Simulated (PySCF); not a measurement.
C2H2F3, SMILES FC[C](F)F, multiplicity 2.

Geometry optimised at B3LYP-D3(BJ)/def2-SVP. The isomer is the one that the SMILES or the coordinates give; other isomers of the formula were not compared. One conformer was computed; it need not be the lowest.

Two levels are set side by side: PBE/def2-TZVP (PySCF) and CAM-B3LYP/def2-TZVP (PySCF). Same geometry, gas phase. Differences are taken from unrounded values.

| quantity | PBE |
|---|---|
| α-spin orbital gap (eV) | 5.61 |
| β-spin orbital gap (eV) | 5.27 |
| dipole moment (D) | 1.79 |
| mean polarisability (bohr³) | 28.1 |

Problem. These are the PBE values. What does CAM-B3LYP give? (Estimate from the structure and the level; the computed values follow.)

Solution. 
```tsv
quantity	CAM-B3LYP	PBE minus CAM-B3LYP
α-spin orbital gap (eV)	10.60	-4.99
β-spin orbital gap (eV)	11.00	-5.74
dipole moment (D)	2.12	-0.33
mean polarisability (bohr³)	26.4	1.7
```

PBE's more diffuse valence density responds more strongly to a field. Differences between two approximate levels are no errors against the true value.

Rough cost on one machine, each run with all the roots and properties that it gave: CAM-B3LYP against PBE within a factor of 2.
